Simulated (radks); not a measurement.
Q: Species: Ta2+. Configuration: [Xe] 4f14 5d3 (the NIST ground configuration). Calculated with a radial shooting solver on a logarithmic mesh with Libxc functionals: scalar-relativistic Kohn-Sham, exchange-only B88, spin-polarised, spherical densities, finite nucleus; open shells are filled with parallel spins first (spin-orbit coupling, left out, can overturn this in heavy ions); Fermi nuclear charge, rms radius 5.3507 fm. Some entries of the table are withheld. Estimate them.

orbital,occ.,eigenvalue (eV),<r^2> (bohr^2),r(max) (bohr)
1s down,1,-67368.18,0.0004788,0.01168
1s up,1,-67368.17,0.0004788,0.01168
2s up,1,-11587.23,0.007376,0.06686
2s down,1,-11587.11,0.007376,0.06686
2p up,3,-10158.88,0.006083,0.05476
2p down,3,-10158.79,0.006082,0.05476
3s up,1,-2665.212,0.04796,0.1887
3s down,1,-2665.199,0.04796,0.1887
3p up,3,-2240.218,0.04865,0.1865
3p down,3,-2240.200,0.04865,0.1865
3d up,5,-1743.551,0.04038,0.1519
3d down,5,-1743.491,0.04038,0.1519
4s up,1,-554.5151,0.2377,0.4288
4s down,1,-554.4389,0.2377,0.4288
4p up,3,-415.0489,0.2706,0.4495
4p down,3,-414.9783,0.2706,0.4495
4d up,5,-236.3729,0.3175,0.4613
4d down,5,-236.2807,0.3172,0.4613
5s up,1,-87.8682,1.372,0.9901
5s down,1,-86.5661,1.350,0.9862
5p up,3,-54.5530,1.916,(1)
5p down,3,-52.7028,1.871,(2)
4f up,7,(3),(4),0.4412
4f down,7,(5),(6),0.4409
5d up,3,-18.4543,4.727,1.572
5d down,0,-15.7240,4.794,1.538

A: 
(1) 5p up r(max) (bohr): 1.128
(2) 5p down r(max) (bohr): 1.120
(3) 4f up eigenvalue (eV): -39.0340
(4) 4f up <r^2> (bohr^2): 0.5275
(5) 4f down eigenvalue (eV): -38.7365
(6) 4f down <r^2> (bohr^2): 0.5142
